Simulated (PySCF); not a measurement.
Computed shifts of a molecule C5H4F2O, PBE/pcSseg-1 (PySCF), GIAO, gas phase, equivalent atoms averaged, in ppm (number of nuclei): ¹³C: 198.2 (1), 170.6 (1), 141.3 (1), 119.9 (1), 47.9 (1). ¹⁹F: -154.1 (2). ¹H: 8.05 (1), 6.56 (1), 3.28 (2). References: ¹⁷O against H2O (σ = 334.3 ppm); ¹³C against TMS (σ = 182.0 ppm); ¹⁹F against CFCl3 (σ = 133.6 ppm); ¹H against TMS (σ = 31.49 ppm), references at their B3LYP-D3(BJ)/def2-TZVP geometries, non-relativistic. The structure is a stationary point at PBE0-D3(BJ)/def2-SVP. Other conformers were not sampled.

Q: Pick the molecule that these values belong to.
A. O=C1C=CCC1(F)F
B. FC1=C(F)OC=CC1
C. O=C1CC=C(F)[C@@H]1F
D. FC1=COCC(F)=C1

A: A, O=C1C=CCC1(F)F
